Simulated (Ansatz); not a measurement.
[Cu(H2O)2]+ (CuO₂H₄⁺): single points at one geometry.

```yaml
crystal:
  periodic: [false, false, false]
  atoms:
    - {symbol: Cu, position_ang: [-0.002425, 0.001084, 0.000018]}
    - {symbol: O, position_ang: [0.062321, 0.119712, 1.901573]}
    - {symbol: H, position_ang: [-0.533734, 0.663489, 2.427340]}
    - {symbol: H, position_ang: [0.850528, -0.057904, 2.425597]}
    - {symbol: O, position_ang: [-0.071922, -0.115365, -1.901502]}
    - {symbol: H, position_ang: [-0.880215, -0.023836, -2.416992]}
    - {symbol: H, position_ang: [0.575437, -0.587179, -2.436045]}
basis:
  gaussian: {orbitals: def2-TZVP, initial_orbitals: start.molden}
total_charge: 1
hamiltonian: {xc: pbe}
correlation: {method: rpa, frozen_orbitals: {Cu: 9, H: 0, O: 1}}
scf: {omitted_lower_state_checks: [starts]}
```

The file start.molden holds the orbitals of an earlier run on this structure, at another level or in another basis.

```sh
$ ansatz run in.yaml --threads 4 --pin off --events-out ev --progress --plain --max-ram 3916MiB
```

It prints (some lines left out):

```
Functional definition: PBE
1081 factors; integrals over basis functions are off by at most 1.4e-3 eV
mean field evaluation 1: about -48785.6469 eV, gradient 1.0e1 eV
mean field evaluation 2: about -48785.7787 eV, gradient 2.5e-1 eV
mean field evaluation 4: about -48785.7768 eV, gradient 1.9e-4 eV
mean field -48785.77682538 eV, -1792.8442301456 hartree, gradient 1.4e-6 eV, S^2 0.000000; 0 other end points of the search recorded, 0 dependent functions left out
11 core orbitals not correlated: weight in the atoms' cores, before any rotation towards them, 1.000 or more for the frozen orbitals, at most 0.000 for the correlated occupied ones
reference -48731.17029427 eV, -1790.8374771409 hartree; 13, 13 occupied and 107, 107 virtual orbitals, 1081 factors
Total energy: -48765.65974510 eV, -1792.1049410810 hartree
Checks for a lower state left out: starts
```

It took 1.7 s on 4 threads of Arm Neoverse V1 on a shared host.

Geometry: PBE0-D4/def2-TZVP.

Correlated methods freeze 11 core orbitals.
